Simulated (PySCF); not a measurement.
H2Se2Zn, SMILES [SeH][Zn][SeH]. Atoms are numbered in the order given.

```xyz
5

Zn     0.0000     0.0000     0.0133
Se    -2.3071     0.0302     0.0242
H     -2.3395    -1.0140    -1.0218
Se     2.3071    -0.0302     0.0242
H      2.3395     1.0140    -1.0218
```

Geometry optimised at B3LYP-D3(BJ)/def2-SVP. Other conformers were not sampled.

Two levels are set side by side: PBE/pcSseg-1 (PySCF) and PBE0/pcSseg-1 (PySCF). GIAO shifts against Me2Se (⁷⁷Se), TMS (¹H) at the same level; non-relativistic, no solvent, atoms listed together averaged. Differences are taken from unrounded values.

| quantity | PBE0 | PBE | PBE minus PBE0 |
|---|---|---|---|
| δ(⁷⁷Se) of Se2, Se4 (ppm) | -529.4 | -521.7 | 7.7 |
| δ(¹H) of H3, H5 (ppm) | 0.34 | 0.36 | 0.02 |

Rough cost on one machine, each run with all the roots and properties that it gave: PBE0 against PBE within a factor of 2.
